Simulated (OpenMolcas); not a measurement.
## Mn II: from CASSCF to CASPT2

```yaml
Program: OpenMolcas 26.06
Basis: ANO-RCC-VDZP [5s4p2d1f]
Scalar_Hamiltonian: DKH2, point nucleus
Active_space: 6 electrons in 6 orbitals (3d 4s)
State_averaging: 2S+1 = 7 even, 1 root; 2S+1 = 5 even, 18 roots kept (CI in the orbitals of an earlier block); 2S+1 = 3 even, 9 roots kept (CI in the orbitals of an earlier block)
Spin-orbit_coupling: state interaction with AMFI integrals over the reference wave functions, term energies averaged over their components
```

Methods on the same reference wave functions:
A. CASSCF
B. SS-CASPT2, IPEA 0.25 Eh, imaginary shift 0.1 Eh (closed shells correlated: 3s 3p)
C. XMS-CASPT2, IPEA 0.25 Eh, imaginary shift 0.1 Eh (closed shells correlated: 3s 3p)

Energies in cm⁻¹ above 3d⁵ 4s ⁷S₃, the measured ground level; measured values from NIST Handbook of Basic Atomic Spectroscopic Data.

```json
{"Level": "3d⁵ 4s ⁷S₃", "A": "0.0", "B": "0.0", "C": "0.0", "Measured": "0.0"}
{"Level": "3d⁵ 4s ⁵S₂", "A": "12795", "B": "10610", "C": "10560", "Measured": "9473"}
{"Level": "3d⁵ 4s ⁵G₄", "A": "33445", "B": "31160", "C": "31100", "Measured": "27584"}
{"Level": "3d⁵ 4s ⁵G₅", "A": "33445", "B": "31160", "C": "31100", "Measured": "27571"}
{"Level": "3d⁵ 4s ⁵G₃", "A": "33445", "B": "31160", "C": "31100", "Measured": "27588"}
{"Level": "3d⁵ 4s ⁵G₆", "A": "33445", "B": "31160", "C": "31100", "Measured": "27547"}
{"Level": "3d⁵ 4s ⁵G₂", "A": "33445", "B": "31160", "C": "31100", "Measured": "27589"}
```

Deviations, from unrounded energies. A percentage is the sum of absolute deviations over the sum of measured energies, with the sign that they share, or ± where signs differ.

```json
{"Against measurement": "mean absolute deviation (cm-1)", "Levels": "6", "A": "5400", "B": "3200", "C": "3100"}
{"Against measurement": "other terms of the ground configuration (%)", "Levels": "6", "A": "+22.2", "B": "+13.0", "C": "+12.7"}
```

B, C lie about equally close to measurement and A furthest from it. The largest miss of C in the table is 3d⁵ 4s ⁵G₆, by +3600 cm-1. The ranking rests on the paired levels alone, and a cruder setting can come out closer through cancelling errors.

Between B and C the level of the table that moves most is 3d⁵ 4s ⁵G₆, by 60 cm-1 (lowest in C, highest in B). Moves below CASPT2's spread within the term are not significant.

The mean deviations of B to C differ by less than CASPT2's widest spread within a term (950 cm-1), so their order carries little weight.

From A to B the spin-free energies of the other terms of 3d⁵ 4s shown, above ⁷S, scale by factors of 0.83 to 0.93.

The lowest spin-free term lies below A's lowest term by 0.328 hartree in B, 0.328 hartree in C.

CASPT2 does not keep the components of a term degenerate, so their means are used; among the terms shown or strongly mixed into the levels shown the widest spread is 950 cm-1 (3d⁵ 4s ⁵G, C). Terms from blocks run as CI alone lack orbitals of their own. No level of 3d⁶ was computed, though it lies in the active space. Without dynamic correlation excited terms often stand tens of per cent too high (terms of higher spin than the ground term too low), and those without a measured partner can miss by more than the paired ones (holds for A). Measured partners are found by configuration, term and J. A level has none where our copy of the source lacks it or the pairing is in doubt (some pairs that miss far off the trend of their configuration count as doubtful), and it then counts in no deviation. Only configurations of the active space appear. The table leaves out levels that lie high or whose names do not pair safely across all columns.
